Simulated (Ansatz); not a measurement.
Os₃⁻. Charge -1, multiplicity 6. Geometry PBE-D4/def2-TZVPD; atoms count from 1.

```xyz
3

Os    0.095    1.146   -0.770
Os    0.091   -1.137   -0.602
Os   -0.186   -0.009    1.372
```

In the def2 sets Os takes a core potential; there is no spin–orbit coupling. The charge -1 sextet is spin-contaminated (final ⟨S²⟩ up to 9.90, 8.75 for a pure state). The highest occupied level of the charge -1 sextet lies above zero (up to 0.13 eV). The electron is either unbound and held by the finite basis, or the level is raised by self-interaction error. The structure comes from a short search, and lower isomers may exist.

Q: Estimate the Mulliken populations from the PBE0/def2-TZVPD orbitals of Ansatz.

A: 
```json
{"atom": "Os1", "charge (e)": "-0.34", "spin (α − β)": "1.69", "d electrons": "6.67"}
{"atom": "Os2", "charge (e)": "-0.32", "spin (α − β)": "1.62", "d electrons": "6.63"}
{"atom": "Os3", "charge (e)": "-0.34", "spin (α − β)": "1.69", "d electrons": "6.67"}
```
Mulliken values depend strongly on the basis. With diffuse functions, as here, like atoms can get unlike values, and bond orders can come out too low or too high.

Q: Where does the spin sit?

A: Summed by element: Os 5.00, of 5 unpaired in all. Largest on single atoms: Os3 1.69, Os1 1.69, Os2 1.62.

Q: And the Mayer bond orders between heavy atoms (over 0.3)?

A: Os1–Os2 2.05 (2.29 Å); Os1–Os3 1.79 (2.45 Å); Os2–Os3 2.05 (2.29 Å).
